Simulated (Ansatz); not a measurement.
Two structures of SiN₂H₉Cl, closed shell, reached by relaxing down either side of one saddle point (PBE0-D4/def2-TZVP). Energies are electronic, without zero-point energy. Program: Ansatz 0.2.0. Basis: def2-TZVPP and def2-QZVPP. Cores are frozen in the correlated methods. Extrapolation: Hartree–Fock as exp(−7.88 √X), correlation as X^−2.97. First:

```
13
angstrom
Si -1.5669 -0.5811 0.3195
H -0.9456 -1.1870 -0.8820
H -1.8140 -1.4431 1.4970
H -1.3814 0.8739 0.5376
Cl -3.5842 -0.4960 -0.4211
H 1.0722 -0.0529 0.3884
N 0.5257 -0.6328 1.0390
H 1.7134 0.6494 -1.9995
N 1.5366 1.1677 -1.1470
H 0.9089 -1.5711 1.0442
H 0.6216 -0.2541 1.9743
H 2.2583 1.8744 -1.0722
H 0.6555 1.6526 -1.2781
```

Second:

| atom | x (Å) | y (Å) | z (Å) |
| --- | --- | --- | --- |
| Si1 | -1.6758 | -0.2731 | 1.0467 |
| H2 | 1.1159 | -2.4587 | -1.4388 |
| H3 | -2.0700 | -0.5546 | -0.3518 |
| H4 | -2.2437 | -1.2471 | 2.0050 |
| Cl5 | -2.5896 | 1.5406 | 1.5024 |
| H6 | 2.2443 | 1.5903 | -1.0818 |
| N7 | 0.0131 | -0.2856 | 1.1536 |
| H8 | 0.8956 | -2.0741 | -0.8359 |
| N9 | 1.3026 | 1.2272 | -1.1650 |
| H10 | 0.5539 | 0.2361 | 0.4612 |
| H11 | 0.4609 | -0.3014 | 2.0559 |
| H12 | 1.2934 | 0.5932 | -1.9550 |
| H13 | 0.6992 | 2.0074 | -1.3964 |

Problem. Which bonds change from the first to the second?

Solution. SiH₃Cl ([SiH3][Cl]) + NH₃ + NH₃ → SiNH₄Cl ([NH2][SiH2][Cl]) + NH₃ + H₂; bonds formed: H2–H8, H6–N9; dative contacts that become bonds: Si1–N7; bonds broken: Si1–H2, H6–N7, H8–N9.

Problem. Give the saddle point's structure and its height above each. (To be estimated.)

Solution. By the calculation: 1.467 eV above the first and 1.659 eV above the second (CCSD(T) at an estimated basis limit (MP2 extrapolated from triple and quadruple zeta, plus CCSD(T) − MP2 in triple zeta)).
```
13
angstrom
Si -1.1310 -0.6050 0.5322
H -0.2744 -1.0513 -0.8187
H -1.7717 -1.9572 0.5027
H -1.8836 0.0091 1.6909
Cl -1.9937 0.9188 -0.7902
H 1.1559 0.9197 -0.1577
N 0.4658 -0.3073 1.2736
H 0.4651 -0.1033 -1.2130
N 1.0437 0.8596 -1.1884
H 1.1608 -1.0271 1.1116
H 0.4249 -0.0895 2.2609
H 1.9236 0.8448 -1.6894
H 0.4147 1.5888 -1.5144
```

T1 diagnostic: at most 0.010.

Labels in which every atom is bracketed show which atoms are joined, not bond orders.

For scale, one of the runs: CCSD(T)/def2-TZVPP, 272 basis functions, launched by `ansatz run in.yaml --threads 8 --pin off --events-out ev --progress --plain --max-ram 19148MiB`. The run took 110 s on 8 CPU threads of an Arm Neoverse V1 (shared host), with 7 GiB of host memory at its peak.
